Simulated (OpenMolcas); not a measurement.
Ni4+ (d6) among equal point charges was computed by CASSCF with the d shell active (OpenMolcas, ANO-RCC-VDZP on the metal). Its lowest spin-free states, and all those of the highest spin:

| 2S+1 | Degeneracy | E (cm-1) |
| --- | --- | --- |
| 5 | 2 | 0.0 |
| 5 | 2 | 6442 |
| 5 | 1 | 9463 |
| 3 | 1 | 31112 |
| 3 | 2 | 31124 |
| 3 | 2 | 31211 |
| 3 | 2 | 31293 |
| 3 | 2 | 32209 |
| 3 | 1 | 34800 |
| 3 | 2 | 35089 |
| 3 | 2 | 35386 |
| 3 | 2 | 36824 |

Question: Is the site octahedral, tetrahedral or cube-like, axial, or of lower symmetry?

Answer: The states with 2S+1 = 5 have orbital degeneracies 2, 2, 1. There are pairs but no triples, so the site is axial: not cubic, but with a proper or improper axis of order three or more. The run had Ni4+ among 2 point charges of -2.5 e arranged as a linear pair (D∞h), 2.13 Å from the ion.

Without dynamic correlation the repulsion within the d shell is too large (B by tens of per cent), so at a given field states of lower spin stand too high. Point charges give a weaker field than real ligands, and real ions of this kind are often low spin; the high spin found here belongs to the model. Point charges carry no covalency, so the field is a model and not that of real ligands. No measured value stands beside these numbers.
